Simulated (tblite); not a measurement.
Species: C4F3NO.
Atom-mapped SMILES: `[N:1]#[C:2][C@@:3]1([F:4])[O:5][C:6]([F:7])=[C:8]1[F:9]`

Structure optimised with GFN2-xTB, isolated species.

Give the optimised bond lengths and angles.

```csv
bond,length (bohr)
N1≡C2,2.153
C2–C3,2.751
C3–F4,2.541
C3–O5,2.730
O5–C6,2.611
C6–F7,2.456
C6=C8,2.517
C8–F9,2.496
C3–C8,2.890
```

A selection of angles:
```csv
angle,degrees
N1–C2–C3,178.3
C2–C3–F4,111.6
C2–C3–O5,112.5
C2–C3–C8,115.7
F4–C3–O5,111.1
F4–C3–C8,116.6
O5–C3–C8,86.9
C3–O5–C6,88.4
O5–C6–F7,122.4
O5–C6–C8,97.9
F7–C6–C8,139.7
C6–C8–F9,139.0
C3–C8–C6,86.8
C3–C8–F9,134.1
```

Dihedral angles: C2–C3–O5–C6 115° (anticlinal); C3–O5–C6–F7 -178° (antiperiplanar); O5–C6–C8–F9 -177° (antiperiplanar); C2–C3–C8–C6 -112° (anticlinal).

O5 (cyclic ether oxygen) is bent (angle 88.4°). The C–F distances run from 1.300 Å (C6–F7, drawn single) to 1.345 Å (C3–F4, drawn single), a spread of 0.045 Å. The 4-membered ring C3–O5–C6–C8 has internal angles of 86.8° to 97.9° (sum 360°, against 360° for a flat polygon); it is planar, 0.01 Å rms from its mean plane, widest ring torsion 1°. The 3 C–C bonds span 1.332 Å (C6=C8, drawn double) to 1.529 Å (C3–C8, drawn single), a spread of 0.197 Å. The C–O distances run from 1.381 Å (O5–C6, drawn single) to 1.445 Å (C3–O5, drawn single), a spread of 0.064 Å.

Point group: C1 (no symmetry element, even within 0.4 Å). Its GFN2-xTB frequencies are all real (lowest 89 cm⁻¹).

The run took 0.14 s wall on Arm Neoverse V1, one thread, no GPU, on a shared host. These figures are those of the optimisation.

The numbers are calculated, not measured.
